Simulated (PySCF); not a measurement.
How methods differ on the ionisation energy of Cd⁺

Cd⁺ [Kr] 4d10 5s1 (2S) → Cd²⁺ [Kr] 4d10 (1S), as a difference of total energies. Computed with PySCF 2.14 in aug-cc-pVDZ-PP with ECP28MDF, with scalar relativity through the core potential. Correlated levels: valence: 4s2 4p6 frozen. The calculations carry no spin-orbit coupling.

| method | ionisation energy (eV) |
| --- | --- |
| UHF | 15.499 |
| TPSS | 16.988 |
| r2SCAN | 17.103 |
| MP2 (valence) | 16.597 |
| SCS-MP2 (valence) | 16.428 |

**Question.** How much does correlation contribute at MP2 (valence)?

**Answer.** 16.597 − (15.499) = 1.098 eV, measured against UHF.

Errors of the correlated levels include the incompleteness of this basis and the frozen core.

For comparison: 16.908 eV (measured; NIST Atomic Spectra Database, ionization energies).
